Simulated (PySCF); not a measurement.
**Indirect couplings**

Bonds: Cu1-C2 1.965 Å, Cu1-C6 1.965 Å, C2-F3 1.376 Å, C2-F4 1.377 Å, C2-F5 1.377 Å, C6-F7 1.376 Å, C6-F8 1.375 Å, C6-F9 1.376 Å.

Total charge -1.

Couplings: PBE/pcJ-1 (pcSseg-1 on Cu) in PySCF 2.14.0 with density-fitted response routines, geometry PBE0-D3(BJ)/def2-SVP; gas phase, one conformer, non-relativistic. Couplings are averaged over pairs made equivalent by symmetry, fast rotation or ring inversion, so a value needn't be that of the named pair in this geometry, while other rotamers aren't included; one pair stands for each set, and the list holds those of at least 0.8 Hz over up to four bonds. One-bond C–F couplings come out tens of Hz too large with common functionals.

Isotopes: 13C, 19F.

```json
{"pair": "C2, F3", "bonds": "1", "J (Hz)": "?"}
{"pair": "C2, C6", "bonds": "2", "J (Hz)": "?"}
{"pair": "F3, F4", "bonds": "2", "J (Hz)": "5.0"}
{"pair": "C2, F7", "bonds": "3", "J (Hz)": "7.7"}
{"pair": "F3, F7", "bonds": "4", "J (Hz)": "1.0"}
```

Q: Estimate the withheld couplings, with signs.

A: 
- 1J(C2,F3) = -457.0 Hz (bond length 1.376 Å)
- 2J(C2,C6) = 57.9 Hz (angle at Cu1 180°)
